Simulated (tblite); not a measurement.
C₆H₇O (doublet state).
Numbering: `[CH3:1][CH:2]([CH3:3])[C:4]#[C:5][C:6]=[O:7]` (hydrogens: H8, H9, H10 on C1; H11 on C2; H12, H13, H14 on C3)
Bond orders are those of one Lewis drawing.

Computed with GFN2-xTB (tblite), gas phase: L-BFGS steps from a force-field or distance-geometry start until the largest atomic force falls under 0.01 eV/Å.

Step 67: E = -553.8040 eV
```
atom  x, y, z in Å  |  force x, y, z in eV/Å
C1     -1.1618   -0.8614   -0.8170   -0.010   0.002   0.003
C2     -0.6055    0.3556   -0.0609    0.005  -0.010   0.004
C3     -0.3842    1.5306   -1.0235    0.006   0.000  -0.005
C4      0.6302    0.0638    0.6324   -0.020   0.001  -0.025
C5      1.5457   -0.7223    0.9847    0.029  -0.017   0.010
C6      2.6344   -1.1919    1.5042   -0.019   0.008  -0.009
O7      3.5590   -1.8109    1.8850    0.000  -0.005   0.009
H8     -1.3502   -1.6861   -0.1343    0.010   0.005   0.013
H9     -0.4511   -1.1933   -1.5708   -0.005   0.011   0.014
H10    -2.0945   -0.5938   -1.3093   -0.001  -0.014  -0.001
H11    -1.3337    0.6649    0.7015    0.004  -0.008  -0.006
H12     0.0114    2.3954   -0.4970   -0.005   0.002   0.013
H13    -1.3243    1.8061   -1.4952    0.005   0.004  -0.005
H14     0.3240    1.2428   -1.7971    0.002   0.021  -0.016
```

Step 68: E = -553.8041 eV
```
atom  x, y, z in Å  |  force x, y, z in eV/Å
C1     -1.1602   -0.8616   -0.8162   -0.007   0.003  -0.002
C2     -0.6040    0.3566   -0.0620    0.004  -0.017   0.013
C3     -0.3852    1.5320   -1.0245    0.004  -0.006  -0.001
C4      0.6321    0.0658    0.6316   -0.034   0.006  -0.036
C5      1.5444   -0.7234    0.9852    0.049  -0.022   0.016
C6      2.6337   -1.1925    1.5047   -0.038   0.013  -0.012
O7      3.5559   -1.8144    1.8860    0.009  -0.008   0.010
H8     -1.3462   -1.6860   -0.1326    0.007   0.005   0.013
H9     -0.4506   -1.1933   -1.5707    0.004   0.007   0.008
H10    -2.0936   -0.5959   -1.3081   -0.004  -0.012   0.003
H11    -1.3326    0.6643    0.7007    0.006  -0.001  -0.002
H12     0.0109    2.3962   -0.4973   -0.006   0.003   0.007
H13    -1.3264    1.8067   -1.4940    0.004   0.009  -0.005
H14     0.3212    1.2451   -1.8001    0.005   0.021  -0.013
```

Step 69: E = -553.8043 eV
```
atom  x, y, z in Å  |  force x, y, z in eV/Å
C1     -1.1577   -0.8619   -0.8151   -0.002   0.002  -0.007
C2     -0.6020    0.3579   -0.0635    0.001  -0.018   0.016
C3     -0.3869    1.5340   -1.0259   -0.001  -0.010   0.003
C4      0.6348    0.0685    0.6297   -0.034   0.005  -0.040
C5      1.5430   -0.7243    0.9858    0.052  -0.020   0.016
C6      2.6317   -1.1949    1.5054   -0.042   0.012  -0.010
O7      3.5513   -1.8197    1.8881    0.013  -0.010   0.011
H8     -1.3399   -1.6855   -0.1295    0.000   0.004   0.012
H9     -0.4491   -1.1933   -1.5701    0.017   0.000  -0.002
H10    -2.0917   -0.5993   -1.3069   -0.012  -0.009   0.009
H11    -1.3306    0.6634    0.6998    0.007   0.008   0.003
H12     0.0104    2.3976   -0.4983   -0.008   0.002   0.000
H13    -1.3303    1.8079   -1.4915    0.002   0.015  -0.006
H14     0.3163    1.2491   -1.8052    0.008   0.018  -0.007
```

Q: Estimate the geometry and energy of step 70. (The exact step hangs on the optimiser's Hessian estimate; all steps are aligned on step 69, rigid shifts and turns removed.)

A: E = -553.8044 eV, largest force 0.038 eV/Å
```
atom  x, y, z in Å  |  force x, y, z in eV/Å
C1     -1.1549   -0.8623   -0.8139    0.003   0.000  -0.008
C2     -0.6001    0.3591   -0.0650   -0.003  -0.012   0.011
C3     -0.3889    1.5361   -1.0274   -0.006  -0.010   0.006
C4      0.6373    0.0710    0.6271   -0.019   0.000  -0.033
C5      1.5422   -0.7248    0.9863    0.034  -0.010   0.008
C6      2.6287   -1.1987    1.5060   -0.025   0.006  -0.004
O7      3.5465   -1.8250    1.8908    0.010  -0.009   0.011
H8     -1.3328   -1.6848   -0.1260   -0.007   0.001   0.007
H9     -0.4470   -1.1931   -1.5694    0.027  -0.006  -0.010
H10    -2.0897   -0.6031   -1.3055   -0.020  -0.007   0.014
H11    -1.3282    0.6628    0.6993    0.007   0.015   0.007
H12     0.0097    2.3992   -0.4999   -0.010   0.001  -0.004
H13    -1.3344    1.8093   -1.4889   -0.001   0.020  -0.006
H14     0.3110    1.2538   -1.8106    0.010   0.011   0.000
```

The energy changes by -0.0001 eV. The first-order estimate −F·Δx gives -0.0002 eV and the mean of the old and new forces, exact on a quadratic surface, -0.0002 eV. The step makes an angle of 84° with the force vector and moves no atom by more than 0.009 Å.

What follows is the cost of the whole relaxation. The run took 0.91 s of wall time on one thread of an Arm Neoverse N1, no GPU, shared host with 64 logical CPUs at a one-minute load of 61.
